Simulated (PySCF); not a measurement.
# One molecule, several mistakes: AlClHN

All numbers below are calculated, not measured. The program is PySCF 2.14.0, an open-source quantum chemistry code, run on an isolated molecule that a program drew, which may never have been made. The molecule is AlClHN (charge 0, singlet), drawn as the SMILES string `[NH]=[Al][Cl]`.

Each row is a Hartree-Fock (HF) and frozen-core CCSD(T) single point in the cc-pV(D+d)Z basis, meant for a local HF minimum. Run 1 is clean. Each other run has one planted mistake out of seven kinds, and not every kind appears here: one electron removed, one electron added, multiplicity raised by two, geometry at a saddle point, minimal basis STO-3G, one bond length entered in bohr, all coordinates scaled. The reference is restricted for singlets and unrestricted otherwise, and also for a bond in bohr. Adding or removing an electron swaps singlet and doublet. Electrons count all cores. HOMO and LUMO are orbital energies over both spins, the gradient is its largest component, and the lowest frequency (negative if imaginary) is given only where the gradient is small. Bond lengths are over the 3 bonds as drawn. T1 is the CCSD diagnostic: over 0.02 (restricted) or 0.045 (unrestricted) a single reference is doubtful.

Geometry of the clean run:
```xyz
4
AlClHN, angstrom
N    -0.3544   -1.7216    1.1319
Al    0.8186   -2.7795    1.0456
Cl    2.3531   -4.1608    0.9344
H    -1.0893   -1.0611    1.1841
```

| run | electrons | basis functions | <S^2> | HOMO (eV) | LUMO (eV) | gradient (hartree/bohr) | lowest frequency (cm^-1) | mean bond (Å) | longest bond (Å) | T1 | HF (hartree) | CCSD(T) (hartree) | mistake |
|---|---|---|---|---|---|---|---|---|---|---|---|---|---|
| 1 | 38 | 65 | 0.000 | -9.47 | 1.14 | 2.5e-05 | 143 | 1.5463 | 2.068 | 0.0199 | -756.46845 | -756.86667 | no fault |
| 2 | 38 | 24 | 0.000 | -5.76 | 6.58 | 8.8e-02 | - | 1.5463 | 2.068 | 0.0297 | -747.87164 | -748.00539 | minimal basis STO-3G |
| 3 | 37 | 65 | 0.758 | -18.00 | -5.98 | 8.8e-02 | - | 1.5463 | 2.068 | 0.0141 | -756.20690 | -756.55010 | one electron removed |
| 4 | 38 | 65 | 1.137 | -8.54 | -1.39 | 2.1e-02 | - | 2.1595 | 3.907 | 0.0370 | -756.34482 | -756.71595 | one bond length entered in bohr |
| 5 | 38 | 65 | 2.009 | -6.01 | 0.55 | 9.4e-02 | - | 1.5463 | 2.068 | 0.0146 | -756.40935 | -756.76639 | ? |

**Which mistake was planted in run 5, and what did it cost?**

Electrons, basis and geometry are unchanged, and <S^2> is 2.009, beside S(S+1) = 2.00 for a multiplicity of 3. So the mistake is: multiplicity raised by two. Subtracting run 1 and multiplying by 627.51 kcal/mol a hartree, the energy moved by 37.1 kcal/mol in HF and 62.9 kcal/mol in CCSD(T).

Cautions from the logs. Run 2: T1 is over the limit, so its CCSD(T) energy is less reliable.
